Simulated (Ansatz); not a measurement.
A nudged elastic band was laid between two geometries of AlH6OPSi (10 atoms, charge 0, multiplicity 1).

Level of theory: RKS BLYP-D4/def2-SVP in Ansatz 0.2.0.

```yaml
movable_images: 4
climbing_image: no
spring: 5.0 eV/Å²
optimiser: quadratic models (default)
start_path: through a guess of the saddle point
force_threshold: 0.05 eV/Å
iteration_limit: 60
end_points: relaxed
```

Image 0:

```xyz
10
Properties=species:S:1:pos:R:3
O -2.105 0.699 -0.748
Al -0.587 1.370 -0.274
Si 1.244 -0.241 -0.451
P 0.924 -2.020 1.006
H -2.954 1.171 -0.696
H -0.534 2.857 0.308
H 1.360 -0.858 -1.818
H 2.594 0.334 -0.111
H -0.464 -2.185 0.652
H 0.606 -1.179 2.136
```

Image 5:

```xyz
10
Properties=species:S:1:pos:R:3
O -2.165 0.831 -0.112
Al -0.635 1.492 -0.560
Si 1.188 -0.086 -0.112
P 0.407 -1.621 1.425
H -3.018 1.289 -0.200
H -0.565 2.965 -1.182
H 1.686 -0.730 -1.383
H 2.378 0.594 0.512
H -0.573 -2.153 0.514
H 1.381 -2.633 1.099
```

Q: What changes between the two ends?

A: No bond is made or broken. The height of P4 over the plane of its neighbours goes from -0.88 to 0.87 Å.

Q: Give the energies along the band, and the barrier.

A: It converged. The highest image is number 3 of 0 to 5, 9.3 kcal/mol above the first end and 9.1 kcal/mol above the last; the last end lies 0.1 kcal/mol above the first. No image climbed, so the highest image needn't sit at the top of the path. A band with more images between the same ends climbed to 0.85 eV, so this one has probably stepped over the top.

| image | path coordinate (Å) | energy (kcal/mol) | height of P4 over the plane of its neighbours (Å) |
| --- | --- | --- | --- |
| 0 | 0.00 | 0.0 | -0.88 |
| 1 | 0.94 | 0.4 | -0.87 |
| 2 | 1.87 | 9.1 | -0.57 |
| 3 | 2.81 | 9.3 | 0.51 |
| 4 | 3.74 | 0.3 | 0.87 |
| 5 | 4.68 | 0.1 | 0.87 |

Q: What is the geometry of the highest image?

A: 
```xyz
10
Properties=species:S:1:pos:R:3
O -2.132 0.627 -0.667
Al -0.635 1.447 -0.406
Si 1.255 -0.119 -0.422
P 0.458 -1.412 1.243
H -3.006 1.052 -0.632
H -0.631 3.021 -0.129
H 1.694 -0.655 -1.757
H 2.466 0.486 0.240
H -0.729 -2.070 0.846
H 1.343 -2.426 1.688
```

The run took 2.8 min on 2 threads of Arm Neoverse V1, on a shared host, peak memory 0.13 GiB.
